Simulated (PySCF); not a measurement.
AgCl, SMILES [Cl][Ag], multiplicity 1. Atoms are numbered in the order given.

```xyz
2

Ag     0.0000     0.0000    -0.6139
Cl     0.0000     0.0000     1.6972
```

The structure is a stationary point at B3LYP-D3(BJ)/def2-TZVPD. The spin state was assumed, not searched. The def2 effective core potentials stand for the cores of Ag; spin–orbit coupling is left out.

Computed with B3LYP/def2-TZVPD in PySCF.

Mulliken values depend strongly on the basis, most of all with diffuse functions as here. ESP charges are fitted to the potential on shells at 1.4 to 2.0 van der Waals radii. Atomic charges (e):

```csv
atom,Mulliken,ESP fit
Ag1,0.39,___
Cl2,-0.39,___
```

### Question
Fill in the missing entries. (An estimate is asked for; the answer gives what the named calculation found.)

### Answer

- Ag1, ESP fit: 0.50
- Cl2, ESP fit: -0.50
